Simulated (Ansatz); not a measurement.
A made-up structure of AlBH4Se, singlet:

Al1  (1.829, -0.947, 0.735)
B2  (0.368, 0.244, 0.971)
Se3  (-1.034, 0.432, -0.612)
H4  (-0.792, -0.434, -1.824)
H5  (-2.229, 1.355, -0.618)
H6  (0.405, 0.784, 2.037)
H7  (1.494, -1.449, -0.660)
(Å)

It is relaxed with PBE-D4/def2-SVP and then PBE0-D4/def2-TZVP (Ansatz 0.2.0). Atoms count as bonded within 1.22 times the sum of their covalent radii (H–H: 0.88 Å). The end point is not checked to be a true minimum.

**Question.** Does its bonding change? (A judgement: the text doesn't fix the answer.)

**Answer.** By the calculation: No: no bond forms or breaks.

Where it ends: The first stage lowers the energy by 2.73 eV in 20 steps. It ends as AlBH₄Se ([AlH][BH][SeH2]):
```json
{"atom": "Al1", "x (Å)": "1.6782", "y (Å)": "-0.7094", "z (Å)": "-0.0033"}
{"atom": "B2", "x (Å)": "0.1539", "y (Å)": "0.1135", "z (Å)": "0.8942"}
{"atom": "Se3", "x (Å)": "-1.5261", "y (Å)": "0.4908", "z (Å)": "-0.0554"}
{"atom": "H4", "x (Å)": "-1.4884", "y (Å)": "-0.3699", "z (Å)": "-1.2543"}
{"atom": "H5", "x (Å)": "-1.4883", "y (Å)": "1.7024", "z (Å)": "-0.9787"}
{"atom": "H6", "x (Å)": "0.1266", "y (Å)": "0.6619", "z (Å)": "1.9555"}
{"atom": "H7", "x (Å)": "2.5845", "y (Å)": "-1.9040", "z (Å)": "-0.5295"}
```

Labels in which every atom is bracketed show which atoms are joined, not bond orders.

For scale, one of the runs: PBE0-D4/def2-TZVP relaxation, 140 basis functions, launched by `ansatz run in.yaml --threads 2 --pin off --events-out ev --progress --plain --max-ram 4352MiB`. Hardware: 2 CPU threads of an Arm Neoverse V2, shared host. Wall time about 42 s.
